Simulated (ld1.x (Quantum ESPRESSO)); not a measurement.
## scandium: excitation energies, all-electron against ultrasoft

scandium (Sc), ultrasoft, made with ld1.x (Quantum ESPRESSO) 7.5 (LDA (PZ), scalar-relativistic). Core [Ne], reference 3s2 3p6 3d1.5 4s1.5 4p0. Waves: 3s (bound): rcut 1.45, rcutus 1.50 bohr; 4s (bound): rcut 1.45, rcutus 1.50 bohr; 3p (bound): rcut 1.60, rcutus 1.65 bohr; 4p (bound, empty): rcut 1.60, rcutus 1.65 bohr; 3d (bound): rcut 1.45, rcutus 1.95 bohr; 3d channel at 3.85 Ry: rcut 1.45, rcutus 1.95 bohr. Local part: all-electron potential smoothed inside 1.25 bohr (lloc = -1). Core correction: a·sin(br)/r model core inside 1.45 bohr. Augmentation charge: built from norm-conserving waves at rcut, not smoothed further.

Energies are relative to the spin-unpolarised reference configuration 3s2 3p6 3d1.5 4s1.5 4p0; without spin polarisation the order of configurations can differ from experiment. Spin-polarised rows fill each open shell by Hund’s rule, majority spin first.

Problem. Give the all-electron excitation energy and the error of the potential for: 3s2 3p6 3d1 4s2 4p0; 3s2 3p6 3d1 4s1 4p0; 3s2 3p6 3d1 4s0 4p0; 3s2 3p6 3d0 4s2 4p1; 3s2 3p5 3d1 4s2 4p0; 3s2 3p6 3d2 4s0 4p0; 3s2 3p6 3d1 4s0 4p2; 3s2 3p6 3d1.5 4s1.5 4p0 (spin-polarised); 3s2 3p6 3d1 4s2 4p0 (spin-polarised).

Solution.

| valence configuration | charge | ΔE all-electron (eV) | error AE − PS (meV) |
| --- | --- | --- | --- |
| 3s2 3p6 3d1 4s2 4p0 | 0 | -0.649 | -827 |
| 3s2 3p6 3d1 4s1 4p0 | +1 | 6.418 | -84 |
| 3s2 3p6 3d1 4s0 4p0 | +2 | 19.379 | +1425 |
| 3s2 3p6 3d0 4s2 4p1 | 0 | 2.970 | -2518 |
| 3s2 3p5 3d1 4s2 4p0 | +1 | 39.495 | -2792 |
| 3s2 3p6 3d2 4s0 4p0 | +1 | 7.070 | +1492 |
| 3s2 3p6 3d1 4s0 4p2 | 0 | 5.178 | +294 |
| 3s2 3p6 3d1.5 4s1.5 4p0 (spin-polarised) | 0 | -0.439 | +16 |
| 3s2 3p6 3d1 4s2 4p0 (spin-polarised) | 0 | -0.800 | -802 |

Levels in the configuration 3s2 3p6 3d2 4s0 4p0:

```json
{"level": "3s", "all-electron (eV)": "-57.627", "pseudo (eV)": "-57.725"}
{"level": "3p", "all-electron (eV)": "-36.666", "pseudo (eV)": "-36.736"}
{"level": "3d", "all-electron (eV)": "-7.178", "pseudo (eV)": "-7.195"}
```

These tests converged, but a pseudo level misses the all-electron one widely, so the file describes the atom poorly there or has found another state: 3s2 3p6 3d1 4s2 4p0: 3d by 1.5 eV; 3s2 3p6 3d1 4s0 4p0: empty 4s by 2.1 eV.

A Bessel basis up to 400 Ry misses an occupied level by 0.60 Ry, so cutoffs and ghosts were not judged. The potential misses its own reference levels by up to 1.2 eV, so it is not fit for use.
